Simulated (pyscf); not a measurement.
Optimised with ωB97X-D3(BJ)/def2-SVP in PySCF.

### Question
What is the homolytic dissociation enthalpy (298 K, ωB97M-D3(BJ)/def2-TZVP) of the As–Ge bond of H₃Si–GeH₂–AsH₂ (SMILES [SiH3][GeH2][AsH2]), to H₃Si–GeH₂• + AsH₂•?

### Answer
As–Ge to H₃Si–GeH₂• + AsH₂•: 57.4 kcal/mol. The 7 functionals that were run give +53.3 (M06-2X) to +65.7 kcal/mol (ωB97X-D3(BJ)). Other isomers of H₃Si–GeH₂• were not searched in full and may lie lower. Elements up to Kr have no core potential and no relativistic terms here.
